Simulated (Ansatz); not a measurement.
GaSn₆⁺, relaxed as a singlet with RKS B3LYP-D4/def2-SVP in Ansatz, starting from the GFN2-xTB geometry. Force threshold 0.02 eV/Å.

In the def2 sets Sn takes a core potential; there is no spin–orbit coupling. The structure comes from a short search, and lower isomers may exist.

Start:

| atom | x (Å) | y (Å) | z (Å) |
| --- | --- | --- | --- |
| Ga1 | 1.642 | 0.626 | 3.048 |
| Sn2 | 1.752 | -0.862 | -1.350 |
| Sn3 | -0.848 | 0.440 | -1.845 |
| Sn4 | -1.484 | -2.368 | -1.344 |
| Sn5 | -1.827 | 1.634 | 0.564 |
| Sn6 | 1.137 | 1.479 | 0.095 |
| Sn7 | -0.372 | -0.949 | 0.833 |

Q: Estimate the energy that the relaxation releases and the steps that it takes.

A: 13.2 kcal/mol, in 28 steps; 4.1 min on 4 threads of Arm Neoverse V2 on a shared host. No frequencies were taken in this run, so the end may be a saddle point.

Q: Does the start keep its bonding?

A: Bonds lost: Sn3–Sn7, Sn5–Sn6 (atoms count from 1). Bonds formed: Ga1–Sn5, Sn2–Sn4 (atoms count from 1). Metal–metal contacts that move far: Sn2–Sn6 2.82 to 3.34 Å. The end is the same structure that another start reached, the lowest one found.

Q: Predict the relaxed structure.

A: 
```xyz
7

Ga    0.4081    2.3366    2.6533
Sn    1.3172   -1.3728   -2.0852
Sn   -0.3863    1.0251   -1.4624
Sn   -1.8602   -1.5940   -1.4021
Sn   -1.6285    0.5235    1.1658
Sn    1.8780    0.7673    0.4108
Sn    0.2718   -1.6857    0.7198
```
Bond lengths (bridged metal pairs left out): 10 × Sn–Sn 2.95 to 3.34 Å; 2 × Ga–Sn 3.11 Å.
